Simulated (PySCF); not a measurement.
Ligands exchanged one at a time, In H-OH. All species are isolated molecules in the gas phase. One relaxed conformer stands for each flexible species; it need not be the lowest. Strings in code marks are SMILES.

The S1 excitation (TDA) from two functionals at the same geometries (B3LYP-D3(BJ)/def2-TZVP), both in PySCF: PBE-D3(BJ)/def2-TZVP and M06-2X/def2-TZVP. Excitations are Tamm–Dancoff values on a coarser integration grid. The basis has no diffuse functions, so Rydberg states are missing or too high.

| species | PBE-D3(BJ)/def2-TZVP (eV) |
|---|---|
| 1 of 3 H replaced by OH (`[OH][InH2]`) | 4.73 |
| 2 of 3 H replaced by OH (`[OH][InH][OH]` (H–O–In–O torsion 0°, O–In–O–H torsion 0°)) | 4.70 |
| 3 of 3 H replaced by OH (`[OH][In]([OH])[OH]`) | 4.18 |

### Question
What does M06-2X/def2-TZVP give for each?

### Answer

- 1 of 3 H replaced by OH (`[OH][InH2]`): 5.41
- 2 of 3 H replaced by OH (`[OH][InH][OH]` (H–O–In–O torsion 0°, O–In–O–H torsion 0°)): 5.98
- 3 of 3 H replaced by OH (`[OH][In]([OH])[OH]`): 5.53
Over these rows, drawn at random from the members with no instability flagged (it was tested for open shells, ions and some series alone), PBE minus M06-2X: mean -1.10 eV, from -1.35 eV to -0.69 eV.
